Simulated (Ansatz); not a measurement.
Hf(Cl)3(NH2) (Cl3H2HfN), SMILES [NH2][Hf]([Cl])([Cl])[Cl], multiplicity 1.

Geometry: B3LYP-D3(BJ)/def2-SVP. The spin state was assumed, not searched. The structure was generated by enumeration; whether it is a known compound was not checked. The def2 effective core potentials stand for the cores of Hf; spin–orbit coupling is left out. One conformer was computed; it need not be the lowest.

Two levels are set side by side: PBE/def2-SVPD (Ansatz, an electronic-structure program) and PBE0/def2-SVPD (Ansatz). Energy differences of separate SCF runs at the same geometry; the states with an electron removed or added have multiplicity 2 and 2. Differences are taken from unrounded values.

```tsv
quantity	PBE0	PBE	PBE minus PBE0
vertical ionisation energy (eV)	10.32	9.95	-0.37
vertical singlet–triplet gap (eV)	4.81	4.70	-0.12
```
